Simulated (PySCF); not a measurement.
CH$_{4}$NO (SMILES [NH3+]C=O), charge +1, singlet, geometry from GFN2-xTB. Base run: HF/def2-SV(P) (PySCF).

The PySCF input:
```python
from pyscf import gto, scf

mol = gto.Mole()
mol.atom = '''
    N    -1.079731    0.243807    0.157699
    C     0.406750    0.243899   -0.264919
    O     1.094770   -0.627805    0.073073
    H    -1.302253    1.084187    0.712797
    H    -1.695311    0.237833   -0.669897
    H    -1.269485   -0.598636    0.727304
    H     0.626506    1.129011   -0.869170
'''
mol.basis = 'def2-sv(p)'
mol.charge = 1
mol.spin = 0
mol.verbose = 5
mol.build()

mf = scf.RHF(mol)
mf.kernel()
mf.analyze()
```

Variants of this job, named by their change:

| change | E (Eh) | HOMO (eV) | HOMO-LUMO gap (eV) | core-seconds (rough) |
|---|---|---|---|---|
| base | -169.08894 | -19.48 | 17.04 | 0.6 |
| functional = b97m_v | -170.00650 | -14.09 | 5.95 | 100 |
| functional = pbe0; dispersion = d3bj | (withheld) | (withheld) | (withheld) | 3 |
| functional = pw6b95 | -170.24529 | -15.37 | 8.23 | 4 |
| functional = blyp | -170.00781 | -13.38 | 5.02 | 3 |
| functional = m06l | -170.03136 | -13.95 | 5.75 | 5 |
| functional = hse06 | (withheld) | (withheld) | (withheld) | 7 |
| functional = r2scan | -169.95568 | -13.89 | 5.63 | 5 |
| functional = o3lyp | -169.99995 | -14.31 | 6.45 | 3 |
| functional = tpssh | -170.05829 | -14.29 | 6.46 | 5 |
| functional = bp86 | -170.05697 | -13.60 | 5.01 | 3 |
| functional = m062x | (withheld) | (withheld) | (withheld) | 5 |
| functional = b3lyp; dispersion = d4 | (withheld) | (withheld) | (withheld) | 3 |

Some entries are withheld; supply them.


- functional = pbe0; dispersion = d3bj, E (Eh): -169.86473
- functional = pbe0; dispersion = d3bj, HOMO (eV): -15.20
- functional = pbe0; dispersion = d3bj, HOMO-LUMO gap (eV): 7.98
- functional = hse06, E (Eh): -169.87665
- functional = hse06, HOMO (eV): -14.79
- functional = hse06, HOMO-LUMO gap (eV): 7.17
- functional = m062x, E (Eh): -169.97271
- functional = m062x, HOMO (eV): -16.83
- functional = m062x, HOMO-LUMO gap (eV): 10.86
- functional = b3lyp; dispersion = d4, E (Eh): -170.05635
- functional = b3lyp; dispersion = d4, HOMO (eV): -14.91
- functional = b3lyp; dispersion = d4, HOMO-LUMO gap (eV): 7.40

Totals shift with the method and basis; they matter in differences.
